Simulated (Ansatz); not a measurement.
Geometry optimisation, RKS BLYP-D4/STO-3G (Ansatz 0.2.0).

input.yaml

```yaml
crystal:
  periodic: [false, false, false]
  atoms:
    - { symbol: Al, position_ang: [-0.098628, -1.147104, 0.059877] }
    - { symbol: Si, position_ang: [-0.203895, 2.473833, 0.068078] }
    - { symbol: "N", position_ang: [-0.260268, -1.398399, 1.780231] }
    - { symbol: "N", position_ang: [-1.517281, -1.441381, -0.914993] }
    - { symbol: H, position_ang: [0.092032, 1.069145, -0.065266] }
    - { symbol: C, position_ang: [1.605727, -0.647028, -0.74542] }
    - { symbol: H, position_ang: [-0.232668, 3.080074, -1.251159] }
    - { symbol: H, position_ang: [-1.492922, 2.643543, 0.713511] }
    - { symbol: H, position_ang: [0.832166, 3.102462, 0.868404] }
    - { symbol: H, position_ang: [-1.128327, -1.703008, 2.278184] }
    - { symbol: H, position_ang: [0.502485, -1.282087, 2.486176] }
    - { symbol: H, position_ang: [-2.453886, -1.745899, -0.562285] }
    - { symbol: H, position_ang: [-1.565476, -1.363993, -1.956905] }
    - { symbol: H, position_ang: [2.22985, -0.038119, -0.066973] }
    - { symbol: H, position_ang: [1.476672, -0.069084, -1.67822] }
    - { symbol: H, position_ang: [2.214319, -1.532956, -1.01314] }
basis:
  gaussian: { orbitals: STO-3G }
hamiltonian:
  xc: blyp
  dispersion: d4
relax:
  f_tol: 0.03
  max_steps: 50
```

Command:

```bash
$ ansatz run input.yaml --threads 1 --pin off --max-ram 2048MiB --backend cpu --events-out ev --progress --plain --runs-dir out
```

Problem. Where does it end, and by what steps?

Solution. The run converged. Limits of this set-up: minimal basis. After 6 steps the energy has fallen by 0.139 eV; H5 moved furthest, 0.52 Å.

```
step  energy less start (eV)  largest force component (eV/Å)  accepted
   0                  0.0000                           0.605       yes
   1                 -0.0950                           0.188       yes
   2                 -0.1151                           0.455       yes
   3                 -0.1335                           0.212       yes
   4                 -0.1366                           0.119       yes
   5                 -0.1382                           0.081       yes
   6                 -0.1392                           0.016       yes
```

```xyz
16
Properties=species:S:1:pos:R:3
Al 0.007 -1.130 0.010
Si -0.424 2.540 0.168
N -0.159 -1.387 1.735
N -1.420 -1.426 -0.962
H -0.377 1.073 0.158
C 1.730 -0.863 -0.799
H -0.359 3.024 -1.200
H -1.668 2.966 0.786
H 0.705 3.045 0.929
H -1.068 -1.472 2.248
H 0.591 -1.186 2.438
H -2.396 -1.513 -0.591
H -1.480 -1.250 -1.993
H 2.415 -0.289 -0.148
H 1.663 -0.313 -1.757
H 2.239 -1.821 -1.023
```

The run took 28 s on 1 thread of Arm Neoverse V2, on a shared host, peak memory 0.15 GiB.
